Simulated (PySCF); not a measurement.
# Atomic charges against the basis set

Compound: C3H10AlN.
Structure used (PBE0-D3(BJ)/def2-SVP), in Å, numbered top down from 1:
```
atom  x, y, z in Å
C1    -2.4647   -0.5421    0.1731
C2    -1.7014    0.7263   -0.0402
C3    -0.3625    0.8275   -0.1018
Al4    0.9033   -0.6826    0.0797
N5     2.6968    0.3265   -0.1681
H6    -3.1421   -0.7499   -0.6730
H7    -1.7995   -1.4137    0.2894
H8    -3.0987   -0.4829    1.0743
H9    -2.3309    1.6236   -0.1508
H10    0.0011    1.8564   -0.2665
H11    1.0380   -1.7227   -1.1422
H12    1.1735   -1.2861    1.5485
H13    2.8281    1.0475    0.5429
H14    3.4805   -0.3233   -0.0911
H15    2.7631    0.7780   -1.0815
```

PBE0 throughout (PySCF), one geometry, spherical d and f functions. Geometry: PBE0-D3(BJ)/def2-SVP, one conformer, isolated molecule. Atoms taken as equivalent share a column and are averaged. The first 7 of 10 kinds of atom are listed.

Mulliken charges (e):

| basis | functions | C1 | C2 | C3 | Al4 | N5 | H6/H7/H8 | H9 |
| --- | --- | --- | --- | --- | --- | --- | --- | --- |
| STO-3G | 39 | -0.241 | -0.111 | -0.319 | +0.733 | -0.491 | +0.072 | +0.046 |
| 6-31G | 69 | -0.544 | -0.098 | -0.487 | +0.620 | -0.957 | +0.173 | +0.136 |
| pcSseg-0 | 69 | -0.699 | -0.216 | -0.743 | +0.960 | -0.900 | +0.239 | +0.205 |
| 6-31G* | 94 | -0.568 | -0.118 | -0.351 | +0.310 | -0.978 | +0.182 | +0.139 |
| cc-pVDZ | 124 | -0.060 | -0.116 | -0.171 | +0.222 | -0.142 | +0.054 | -0.004 |
| def2-SVP | 124 | -0.046 | -0.129 | -0.297 | +0.465 | -0.243 | +0.048 | +0.017 |
| 6-311+G(2d,p) | 203 | -0.637 | +0.038 | -0.536 | +0.783 | -0.782 | +0.143 | +0.090 |
| aug-cc-pVDZ | 209 | +0.360 | +0.807 | +0.027 | +0.097 | -0.310 | -0.113 | -0.551 |
| def2-TZVP | 221 | -0.314 | -0.179 | -0.304 | +0.264 | -0.557 | +0.122 | +0.092 |
| IGLO-III | 284 | -0.317 | -0.100 | -0.420 | +0.814 | -0.701 | +0.111 | +0.064 |
| cc-pVTZ | 294 | -0.265 | -0.138 | -0.250 | +0.157 | -0.133 | +0.099 | +0.100 |
| pcSseg-2 | 327 | +0.029 | -0.075 | -0.414 | +0.719 | -0.369 | +0.028 | +0.018 |

IAO charges (e):

```csv
basis,functions,C1,C2,C3,Al4,N5,H6/H7/H8,H9
STO-3G,39,-0.394,-0.156,-0.484,+0.865,-0.524,+0.128,+0.106
6-31G,69,-0.428,-0.115,-0.482,+0.482,-0.616,+0.147,+0.127
pcSseg-0,69,-0.422,-0.118,-0.489,+0.510,-0.589,+0.146,+0.125
6-31G*,94,-0.408,-0.107,-0.495,+0.545,-0.606,+0.141,+0.121
cc-pVDZ,124,-0.408,-0.108,-0.498,+0.540,-0.600,+0.141,+0.123
def2-SVP,124,-0.399,-0.104,-0.498,+0.562,-0.591,+0.138,+0.119
"6-311+G(2d,p)",203,-0.421,-0.114,-0.516,+0.573,-0.625,+0.146,+0.128
aug-cc-pVDZ,209,-0.418,-0.114,-0.508,+0.548,-0.618,+0.145,+0.128
def2-TZVP,221,-0.420,-0.113,-0.516,+0.578,-0.624,+0.146,+0.127
IGLO-III,284,-0.422,-0.114,-0.518,+0.581,-0.627,+0.146,+0.128
cc-pVTZ,294,-0.422,-0.112,-0.513,+0.569,-0.624,+0.146,+0.127
pcSseg-2,327,-0.421,-0.113,-0.516,+0.578,-0.626,+0.146,+0.127
```

Hirshfeld charges (e):

```
        basis  functions      C1      C2      C3     Al4      N5  H6/H7/H8      H9
       STO-3G         39  -0.042  -0.070  -0.207  +0.435  -0.089    +0.012  +0.001
        6-31G         69  -0.093  -0.043  -0.233  +0.266  -0.133    +0.040  +0.029
     pcSseg-0         69  -0.100  -0.041  -0.229  +0.289  -0.127    +0.038  +0.026
       6-31G*         94  -0.094  -0.042  -0.229  +0.253  -0.129    +0.041  +0.030
      cc-pVDZ        124  -0.106  -0.043  -0.229  +0.291  -0.143    +0.042  +0.029
     def2-SVP        124  -0.109  -0.042  -0.231  +0.292  -0.143    +0.043  +0.029
6-311+G(2d,p)        203  -0.115  -0.055  -0.236  +0.321  -0.161    +0.044  +0.034
  aug-cc-pVDZ        209  -0.122  -0.054  -0.235  +0.326  -0.170    +0.046  +0.035
    def2-TZVP        221  -0.117  -0.051  -0.234  +0.308  -0.161    +0.045  +0.033
     IGLO-III        284  -0.123  -0.053  -0.232  +0.314  -0.167    +0.046  +0.033
      cc-pVTZ        294  -0.117  -0.049  -0.233  +0.306  -0.162    +0.045  +0.033
     pcSseg-2        327  -0.123  -0.051  -0.236  +0.323  -0.171    +0.046  +0.034
```

Some averages cover members that differ in this geometry, most widely: H6/H7/H8, Mulliken in aug-cc-pVDZ -0.238 to -0.049 e.

**Question.** Which scheme is steadiest as the basis changes?

**Answer.** Largest range over the bases for any column: Hirshfeld 0.18 e, IAO 0.38 e, Mulliken 1.06 e. Hirshfeld charges move least and Mulliken charges most, counted in e. Without the minimal STO-3G basis the ranges are Hirshfeld 0.07, IAO 0.10, Mulliken 1.06 e.

**Question.** How much do the charges still move between the two largest bases, cc-pVTZ and pcSseg-2?

**Answer.** At most, over all atoms: Mulliken 0.562 e, IAO 0.009 e, Hirshfeld 0.016 e.

**Question.** What do the same runs give for the total energy, the frontier levels and the dipole moment?

**Answer.** 
```
        basis  energy (Eh)  HOMO (eV)  LUMO (eV)  μ (D)
       STO-3G    -412.1280      -3.74       5.13   5.94
        6-31G    -417.1051      -6.25       0.29   5.42
     pcSseg-0    -416.5198      -6.52       0.30   5.62
       6-31G*    -417.1561      -6.26       0.35   5.27
      cc-pVDZ    -417.1869      -6.39       0.25   5.09
     def2-SVP    -416.9814      -6.44       0.25   5.20
6-311+G(2d,p)    -417.2424      -6.55      -0.75   4.94
  aug-cc-pVDZ    -417.2007      -6.54      -0.91   4.89
    def2-TZVP    -417.2563      -6.53      -0.24   5.01
     IGLO-III    -417.2643      -6.55      -0.41   4.94
      cc-pVTZ    -417.2562      -6.52      -0.15   5.00
     pcSseg-2    -417.2650      -6.56      -0.54   4.97
```

The dipole is fixed by the density alone, so its range of 1.05 D shows that the density itself changes with the basis, not only its division among atoms.
